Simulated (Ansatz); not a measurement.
Results of the Gaussian-basis code of Ansatz.

C₂H₄SSi, SMILES `S=C1C[SiH2]1` at its PBE0-D4/def2-TZVP geometry, where that method's forces vanish. The species carries charge 0 and has multiplicity 1.

| atom | x (Å) | y (Å) | z (Å) |
| --- | --- | --- | --- |
| S1 | -0.6937 | 2.1317 | -1.3082 |
| C2 | -0.3665 | 0.7595 | -0.5591 |
| C3 | 0.8041 | -0.1555 | -0.4228 |
| Si4 | -0.5589 | -0.4383 | 0.8344 |
| H5 | 0.8173 | -0.9623 | -1.1603 |
| H6 | 1.7878 | 0.2879 | -0.2839 |
| H7 | -1.3315 | -1.6895 | 0.6799 |
| H8 | -0.4585 | 0.0666 | 2.2200 |

For each bond, give half the difference of the two atoms' forces along it (eV/Å; positive pushes the atoms apart) under PBE-D4, r2SCAN-D4, B3LYP-D4, ωB97M-V in def2-TZVPP. (Estimate.)

The calculation gave: 
```json
{"bond": "S1–C2", "length (Å)": "1.597", "PBE-D4": "0.42", "r2SCAN-D4": "0.22", "B3LYP-D4": "0.17", "ωB97M-V": "-0.14"}
{"bond": "C2–C3", "length (Å)": "1.492", "PBE-D4": "-0.07", "r2SCAN-D4": "-0.02", "B3LYP-D4": "0.11", "ωB97M-V": "0.28"}
{"bond": "C2–Si4", "length (Å)": "1.848", "PBE-D4": "0.04", "r2SCAN-D4": "-0.01", "B3LYP-D4": "0.05", "ωB97M-V": "0.09"}
{"bond": "C3–Si4", "length (Å)": "1.876", "PBE-D4": "0.19", "r2SCAN-D4": "0.10", "B3LYP-D4": "0.21", "ωB97M-V": "0.12"}
{"bond": "C3–H5", "length (Å)": "1.093", "PBE-D4": "0.10", "r2SCAN-D4": "-0.02", "B3LYP-D4": "-0.10", "ωB97M-V": "-0.12"}
{"bond": "C3–H6", "length (Å)": "1.088", "PBE-D4": "0.08", "r2SCAN-D4": "-0.03", "B3LYP-D4": "-0.10", "ωB97M-V": "-0.12"}
{"bond": "Si4–H7", "length (Å)": "1.479", "PBE-D4": "0.01", "r2SCAN-D4": "-0.05", "B3LYP-D4": "-0.10", "ωB97M-V": "-0.12"}
{"bond": "Si4–H8", "length (Å)": "1.478", "PBE-D4": "0.01", "r2SCAN-D4": "-0.04", "B3LYP-D4": "-0.11", "ωB97M-V": "-0.13"}
```

B3LYP here is the variant with VWN-RPA as its local correlation; programs differ in this.
